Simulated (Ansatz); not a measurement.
A nudged elastic band was laid between two geometries of C₂H₉AlOSSi (15 atoms, charge 0, multiplicity 1).

The calculation used Ansatz 0.2.0, RKS PBE/STO-3G.

```yaml
movable_images: 7
climbing_image: yes
spring: 5.0 eV/Å²
optimiser: quadratic models (default)
start_path: IDPP
force_threshold: 0.03 eV/Å
iteration_limit: 60
end_points: relaxed
```

Initial state:

```xyz
15
Properties=species:S:1:pos:R:3
C -2.531 -0.868 -1.282
Si -1.879 -0.401 0.434
Al 0.365 0.099 0.489
O 1.548 -0.795 1.370
S 1.264 1.721 -0.528
C 2.994 1.412 0.020
H -2.023 -1.762 -1.684
H -3.611 -1.091 -1.250
H -2.384 -0.051 -2.009
H -2.703 0.708 0.909
H -2.201 -1.517 1.321
H 1.033 -1.558 1.836
H 3.055 0.538 0.701
H 3.651 1.219 -0.850
H 3.398 2.295 0.552
```

Final state:

```xyz
15
Properties=species:S:1:pos:R:3
C -2.450 -1.699 -0.335
Si -1.884 -0.095 0.500
Al 0.339 0.381 0.149
O 1.442 -0.645 -0.690
S 1.312 2.139 0.811
C 2.983 1.742 0.150
H -1.890 -2.574 0.035
H -3.519 -1.891 -0.143
H -2.317 -1.660 -1.430
H -2.762 0.964 0.011
H -2.203 -0.230 1.919
H 0.893 -1.471 -0.976
H 2.994 0.760 -0.366
H 3.311 2.516 -0.572
H 3.729 1.713 0.968
```

Question: What changes between the two ends?

Answer: No bond is made or broken. The dihedral H10–Si2–Al3–S5 goes from -58 to 55°.

Question: What energy profile does the band end with?

Answer: The run converged. The highest image is number 4 of 0 to 8, 0.4 kJ/mol above the ends, which have the same energy within 2 meV. The top lies less than 8 meV above the higher end, about what the thresholds resolve: that end is a shoulder or a very shallow well. A vibrational analysis at the climbing image gives no mode beyond 40i cm⁻¹: the surface is too flat there to confirm a saddle point. Limits of this set-up: minimal basis.

| image | path coordinate (Å) | energy (kJ/mol) | dihedral H10–Si2–Al3–S5 (°) |
| --- | --- | --- | --- |
| 0 | 0.00 | 0.0 | -58 |
| 1 | 0.68 | 0.1 | -44 |
| 2 | 1.36 | 0.3 | -30 |
| 3 | 2.04 | 0.4 | -15 |
| 4 | 2.72 | 0.4 | -1 |
| 5 | 3.41 | 0.3 | 13 |
| 6 | 4.09 | 0.2 | 27 |
| 7 | 4.77 | 0.0 | 41 |
| 8 | 5.46 | -0.1 | 55 |

Question: What is the geometry of the highest image?

Answer: 
```xyz
15
Properties=species:S:1:pos:R:3
C -2.529 -1.337 -0.886
Si -1.888 -0.187 0.476
Al 0.364 0.259 0.334
O 1.609 -0.932 0.405
S 1.206 2.187 0.115
C 2.971 1.666 0.109
H -2.012 -2.311 -0.875
H -3.607 -1.535 -0.763
H -2.388 -0.901 -1.890
H -2.702 1.023 0.428
H -2.229 -0.827 1.744
H 1.129 -1.839 0.510
H 3.068 0.566 0.220
H 3.464 1.965 -0.837
H 3.523 2.150 0.938
```

The run took 2.5 min on 1 thread of Arm Neoverse V1 (shared host), peak memory 0.24 GiB.
